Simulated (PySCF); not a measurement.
# Computed records: CH$_{4}$AlBCl, CH$_{8}$AlBSi

Computed with PySCF 2.14.0. Calculation on a computer-drawn molecule: the log of a Hartree-Fock and frozen-core CCSD(T) single point meant for a local Hartree-Fock minimum, with one planted fault or none, to be diagnosed. Offsets are logged minus clean, where the clean run is the same molecule without the fault. The reference is restricted for singlets and unrestricted otherwise, and also for a bond in bohr or an excited solution. Adding or removing an electron swaps singlet and doublet. The excited solution moves the top pair (singlet) or top alpha electron (doublet) to the lowest empty orbital. Highest occupied and lowest empty are orbital energies over both spins, largest force is the largest gradient component, triples share is (T) over the correlation energy, the T1 limit is 0.02 restricted and 0.045 unrestricted, electrons count all cores, a negative frequency is imaginary (commonest isotopes), and the dipole is about the centre of nuclear charge.

Common to all runs: meant multiplicity 1; meant basis cc-pV(D+d)Z; logged SCF converged yes; possible faults no fault, one electron removed, one electron added, multiplicity raised by two, geometry at a saddle point, SCF held on an excited solution, minimal basis STO-3G, one bond length entered in bohr, all coordinates scaled.

(1) CH$_{4}$AlBCl

Logged structure:
```xyz
8
CH4AlBCl
C     -1.8012     1.9167     1.1979
B     -1.6442     0.3719     1.1745
Al     0.2047    -0.6689     0.6078
Cl    -2.8826    -0.7880     1.5600
H     -1.7062     2.3037     0.1750
H     -1.0033     2.3905     1.7793
H     -2.7673     2.2290     1.5958
H      1.4574    -1.5059     0.2261
```

```
meant charge                      : 1
logged electrons                  : 44
logged basis functions            : 94
logged spin squared               : 0
logged highest occupied           : -11.149 eV
logged lowest empty               : -9.2272 eV
logged largest force              : 0.066539 hartree/bohr
logged CC converged               : no
logged dipole magnitude           : 3.6742 debye
logged SCF stable within its kind : no
logged energy HF                  : -765.7456 hartree
planted fault                     : SCF held on an excited solution
HF energy offset from clean run   : 208.1 kcal/mol
```

Drawn bonds:
```tsv
atom	other atom	order
1	2	1
2	3	1
2	4	1
1	5	1
1	6	1
1	7	1
3	8	1
```

Notes: CCSD not converged.

(2) CH$_{8}$AlBSi

Logged structure:
```xyz
12
CH8AlBSi
C     -2.1416     1.7855     2.1406
B     -1.1891     1.2877     0.9701
Al    -1.0306     2.3088    -0.9271
Si    -0.1241    -0.4339     1.3207
H     -1.8348     1.4836     3.1463
H     -2.3732     2.8533     2.1474
H     -3.0935     1.2626     1.9453
H      0.1358     3.3499    -1.2098
H     -2.0638     2.0239    -2.1004
H     -0.8307    -1.3731     2.2327
H      0.2239    -1.1809     0.0821
H      1.1562    -0.0395     1.9731
```

```
meant charge                         : 0
logged electrons                     : 45
logged basis functions               : 114
logged spin squared                  : 0.7685
logged highest occupied              : -16.285 eV
logged lowest empty                  : -6.7954 eV
logged largest force                 : 0.062173 hartree/bohr
logged T1 diagnostic                 : 0.017691
logged D1 diagnostic                 : 0.064167
logged triples share                 : 0.027981
logged CC converged                  : yes
logged dipole magnitude              : 1.7469 debye
logged SCF stable within its kind    : yes
logged energy HF                     : -597.72534 hartree
logged energy CCSD(T)                : -598.18236 hartree
planted fault                        : one electron removed
HF energy offset from clean run      : 184.7 kcal/mol
CCSD(T) energy offset from clean run : 198.9 kcal/mol
```

Drawn bonds:
```tsv
atom	other atom	order
1	2	1
2	3	1
2	4	1
1	5	1
1	6	1
1	7	1
3	8	1
3	9	1
4	10	1
4	11	1
4	12	1
```
